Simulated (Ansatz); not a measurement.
Reaction (formal exchange of groups at the Si–N bond): `C[SiH2][NH][GeH3]` + `C1CC1` → `C[SiH2]C1CC1` + `[NH2][GeH3]`

Gas-phase electronic energies from Ansatz, PBE0-D4/def2-TZVP geometries. CBS: MP2 limit from def2 TZ/QZ plus the TZ coupled-cluster correction, frozen cores. Functionals use def2-TZVPP. For Ge outer-core shells are correlated without core-valence functions, which leaves a few kJ/mol of doubt a bond. Scalar relativity is left out up to krypton. One conformer a species, not always the lowest.

```
            species  PBE0 energy (Eh)
`C[SiH2][NH][GeH3]`       -2464.34780
            `C1CC1`        -117.79246
     `C[SiH2]C1CC1`        -447.66559
      `[NH2][GeH3]`       -2134.45419
```

(1) Work out ΔE.

Largest T1 diagnostic among the species: 0.011.

## Answers

(1) ΔE = (-447.66559) + (-2134.45419) − (-2464.34780) − (-117.79246) = 0.02048 Eh = +53.8 kJ/mol. CCSD(T)/CBS gives +56.9 kJ/mol.

From PBE to PBE0 (25 % exact exchange), in def2-TZVPP and without D4, ΔE moves by +3.9 kJ/mol. In def2-TZVPP, CCSD(T) changes the Hartree–Fock value by −12.4 kJ/mol (the triples alone add −2.1 kJ/mol) and MP2 by −12.5 kJ/mol.
